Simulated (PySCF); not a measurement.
All values below come from B3LYP-D3(BJ)/def2-TZVP (PySCF). Gas-phase values, no solvent. B3LYP has the VWN-RPA correlation part, as in Gaussian. 

Reference species (SMILES): `[Cl][InH][Cl]` (neutral, multiplicity 1).

```json
{
 "dipole_moment": "2.59 D"
}
```

Changed species: `[Cl][In]([Cl])[Cl]` (whole molecule; the reference has whole molecule).

Task: What does the change do to the dipole moment?

Result: the dipole moment falls by 2.58 D, to 0.01 D.
